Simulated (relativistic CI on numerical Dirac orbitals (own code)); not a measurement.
# d4 in a ligand field

Computed with a parametric ligand-field model of a d^n configuration (Racah B and C, spin-orbit zeta, crystal field), exact diagonalisation.

Field parameters in Wybourne normalisation: Oh B⁴₀ = 21Dq, B⁴₄ = √(5/14) B⁴₀. The field is a parameter set, without covalency.

B = 740 cm⁻¹, C = 3240 cm⁻¹ (C/B = 4.38), Oh, no spin-orbit coupling. Tanabe-Sugano data, E/B above the lowest term (Δ = |10Dq|; b, c mark the second and third term of a kind):

| Δ/B | 5E | 5T2 | 3T1 | 3E | 3T2 | 1T2 | 1E | 1A1 |
| --- | --- | --- | --- | --- | --- | --- | --- | --- |
| 1.0 | 0.00 | 1.00 | 21.42 | 21.69 | 22.30 | 32.17 | 32.08 | 33.21 |
| 3.0 | 0.00 | 3.00 | 20.53 | 21.94 | 23.32 | 31.43 | 31.38 | 33.85 |
| 5.0 | 0.00 | 5.00 | 19.17 | 22.10 | 23.82 | 30.23 | 30.42 | 33.85 |
| 7.0 | 0.00 | 7.00 | 17.60 | 22.21 | 24.10 | 28.82 | 29.28 | 33.52 |
| 9.0 | 0.00 | 9.00 | 15.92 | 22.29 | 24.27 | 27.28 | 27.98 | 33.00 |
| 11.0 | 0.00 | 11.00 | 14.17 | 22.35 | 24.39 | 25.67 | 26.57 | 32.35 |
| 13.0 | 0.00 | 13.00 | 12.38 | 22.39 | 24.48 | 24.01 | 25.06 | 31.58 |
| 15.0 | 0.00 | 15.00 | 10.56 | 22.43 | 24.55 | 22.30 | 23.47 | 30.72 |
| 17.0 | 0.00 | 17.00 | 8.71 | 22.46 | 24.60 | 20.56 | 21.81 | 29.78 |
| 19.0 | 0.00 | 19.00 | 6.84 | 22.48 | 24.65 | 18.80 | 20.11 | 28.76 |
| 21.0 | 0.00 | 21.00 | 4.96 | 22.50 | 24.69 | 17.01 | 18.37 | 27.67 |
| 23.0 | 0.00 | 23.00 | 3.06 | 22.52 | 24.72 | 15.21 | 16.59 | 26.51 |
| 25.0 | 0.00 | 25.00 | 1.16 | 22.54 | 24.75 | 13.38 | 14.79 | 25.28 |
| 27.0 | 0.76 | 27.76 | 0.00 | 23.31 | 25.53 | 12.31 | 13.72 | 24.76 |
| 29.0 | 2.68 | 31.68 | 0.00 | 25.24 | 27.48 | 12.38 | 13.80 | 25.35 |
| 31.0 | 4.61 | 35.61 | 0.00 | 27.19 | 29.43 | 12.45 | 13.86 | 25.90 |
| 33.0 | 6.55 | 39.55 | 0.00 | 29.13 | 31.38 | 12.52 | 13.93 | 26.41 |
| 35.0 | 8.49 | 43.49 | 0.00 | 31.08 | 33.34 | 12.58 | 13.98 | 26.88 |
| 37.0 | 10.44 | 47.44 | 0.00 | 33.04 | 35.30 | 12.64 | 14.03 | 27.31 |
| 39.0 | 12.39 | 51.39 | 0.00 | 34.99 | 37.26 | 12.70 | 14.07 | 27.72 |
| 41.0 | 14.34 | 55.34 | 0.00 | 36.95 | 39.23 | 12.75 | 14.11 | 28.09 |
| 43.0 | 16.30 | 59.30 | 0.00 | 38.92 | 41.19 | 12.81 | 14.14 | 28.44 |
| 45.0 | 18.26 | 63.26 | 0.00 | 40.88 | 43.16 | 12.85 | 14.17 | 28.77 |
| 47.0 | 20.22 | 67.22 | 0.00 | 42.85 | 45.13 | 12.90 | 14.20 | 29.07 |

The ground term changes from 5E to 3T1 between Δ/B = 25.0 and 27.0.
